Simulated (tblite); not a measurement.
Compound: C4H2ClFP2.
Bonds: F1–C2, C2–C3 (aromatic), C3–C4 (aromatic), C4–P5 (aromatic), P5–C6 (aromatic), C6–Cl7, C6–P8 (aromatic), C2–P8 (aromatic). Hydrogens: H9 on C3; H10 on C4.

Computed with GFN2-xTB (tblite), gas phase: L-BFGS steps from a force-field or distance-geometry start until the largest atomic force falls under 0.01 eV/Å.

At the end of the run (lengths in Å): C2–P8 1.744, C4–P5 1.735, C6–Cl7 1.744, C6–P8 1.741, C3–H9 1.083, P5–C6 1.743, C2–C3 1.379, P5–C6–P8 134.0°, C2–P8–C6 99.4°, C4–P5–C6 101.5°, P5–C6–Cl7 113.2°.

Question: These geometries were met on the way; a selection of coordinates is given. Order them by energy above the end point, lowest first.
A. C2–P8 1.767, C4–P5 1.749, C6–Cl7 1.768, C6–P8 1.750, C3–H9 1.111, P5–C6 1.757, C2–C3 1.389, P5–C6–P8 130.8°, C2–P8–C6 101.0°, C4–P5–C6 102.6°, P5–C6–Cl7 115.1°
B. C2–P8 1.751, C4–P5 1.738, C6–Cl7 1.755, C6–P8 1.736, C3–H9 1.111, P5–C6 1.744, C2–C3 1.386, P5–C6–P8 132.5°, C2–P8–C6 100.1°, C4–P5–C6 101.8°, P5–C6–Cl7 114.1°
C. C2–P8 1.734, C4–P5 1.732, C6–Cl7 1.760, C6–P8 1.732, C3–H9 1.084, P5–C6 1.739, C2–C3 1.364, P5–C6–P8 112.5°, C2–P8–C6 116.1°, C4–P5–C6 116.3°, P5–C6–Cl7 124.1°
D. C2–P8 1.760, C4–P5 1.752, C6–Cl7 1.765, C6–P8 1.749, C3–H9 1.064, P5–C6 1.751, C2–C3 1.372, P5–C6–P8 116.5°, C2–P8–C6 112.1°, C4–P5–C6 112.8°, P5–C6–Cl7 122.4°
E. C2–P8 1.788, C4–P5 1.770, C6–Cl7 1.777, C6–P8 1.773, C3–H9 1.079, P5–C6 1.769, C2–C3 1.379, P5–C6–P8 123.9°, C2–P8–C6 105.4°, C4–P5–C6 107.0°, P5–C6–Cl7 118.9°

Answer: B (0.046 eV), A (0.089 eV), E (0.257 eV), D (0.558 eV), C (0.921 eV).

```csv
step,E above end (eV),"rms distance from the end, all atoms (Å)",largest force (eV/Å),rms shift of all bonds from the end (Å)
5,0.046,0.035,0.942,0.010
4,0.089,0.051,0.964,0.016
2,0.257,0.092,1.153,0.025
1,0.558,0.122,2.003,0.013
0,0.921,0.139,3.748,0.010
```

Rows stand in the order of the answer.
